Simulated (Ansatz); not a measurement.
`C[CH](C)[Sn][F]`. Charge 0, multiplicity 1. Sn: def2 effective core potential. All single points use the PBE0-D4/def2-TZVP geometry. It is one conformer, not always the lowest.

```xyz
12

C    -1.227   -0.343   -0.401
C    -0.110   -0.132    0.612
C     0.745    1.079    0.261
Sn    1.169   -1.922    0.662
F     1.637   -1.721   -1.227
H    -0.822   -0.539   -1.398
H    -1.864    0.547   -0.478
H    -1.883   -1.180   -0.137
H    -0.539   -0.001    1.613
H     0.134    1.989    0.196
H     1.526    1.275    1.005
H     1.234    0.947   -0.708
```

(1) What is the dipole moment at PBE/def2-TZVPP? (Best estimate.)

(2) And with r2SCAN, B3LYP, ωB97M-V? (Estimate.)

(3) Give the Mulliken charges with PBE, ωB97M-V, B3LYP in def2-TZVPP. (Estimate.)

Answers

(1) Computed: 2.54 D, with components (-0.88, 0.15, 2.38) D in this frame, pointing from negative to positive charge.

(2) The calculation gave: r2SCAN 2.61 D, B3LYP 2.74 D, ωB97M-V 2.72 D.

(3) The calculation gave: 
```json
{"atom": "C1", "PBE": "-0.29", "ωB97M-V": "-0.34", "B3LYP": "-0.30"}
{"atom": "C2", "PBE": "-0.22", "ωB97M-V": "-0.34", "B3LYP": "-0.23"}
{"atom": "C3", "PBE": "-0.29", "ωB97M-V": "-0.34", "B3LYP": "-0.30"}
{"atom": "Sn4", "PBE": "0.68", "ωB97M-V": "0.74", "B3LYP": "0.75"}
{"atom": "F5", "PBE": "-0.46", "ωB97M-V": "-0.51", "B3LYP": "-0.52"}
{"atom": "H6", "PBE": "0.11", "ωB97M-V": "0.14", "B3LYP": "0.11"}
{"atom": "H7", "PBE": "0.07", "ωB97M-V": "0.10", "B3LYP": "0.08"}
{"atom": "H8", "PBE": "0.08", "ωB97M-V": "0.10", "B3LYP": "0.07"}
{"atom": "H9", "PBE": "0.08", "ωB97M-V": "0.12", "B3LYP": "0.07"}
{"atom": "H10", "PBE": "0.07", "ωB97M-V": "0.10", "B3LYP": "0.08"}
{"atom": "H11", "PBE": "0.08", "ωB97M-V": "0.10", "B3LYP": "0.07"}
{"atom": "H12", "PBE": "0.11", "ωB97M-V": "0.14", "B3LYP": "0.11"}
```

B3LYP here is the variant with VWN-RPA as its local correlation; programs differ in this.
